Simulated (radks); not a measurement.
Values are calculated unless marked as measured or tabulated.
Initial-state core-level shifts of the hafnium ion Hf3+ when its valence configuration changes from [Xe] 4f14 5d1. Level of theory: scalar-relativistic Kohn-Sham, LDA (Slater exchange, Perdew-Wang correlation), spin-polarised, spherical densities, point nucleus; open shells are filled with parallel spins first (spin-orbit coupling, left out, can overturn this in heavy ions) (a radial shooting solver on a logarithmic mesh with Libxc functionals). Shifts are changes of the shell-averaged eigenvalues in eV (positive: less bound).

valence                2s       3d       4s       4p
4f13.5 5d1 6s0.5   -6.374   -6.822   -6.555   -6.443
4f13 5d2           -9.483  -10.486   -9.917   -9.674
4f13 5d1 6p1      -14.424  -15.355  -14.754  -14.516
4f12 5d1 6p2      -29.985  -31.982  -30.476  -29.943
4f14 6s1           -3.360   -3.290   -3.270   -3.278
4f13 5d0.5 6p1.5  -16.926  -17.814  -17.194  -16.958
4f13 5d1 6s1      -13.053  -13.986  -13.381  -13.142
4f14 6p1           -4.755   -4.679   -4.664   -4.673
4f13.5 5d1 6p0.5   -7.069   -7.517   -7.252   -7.140
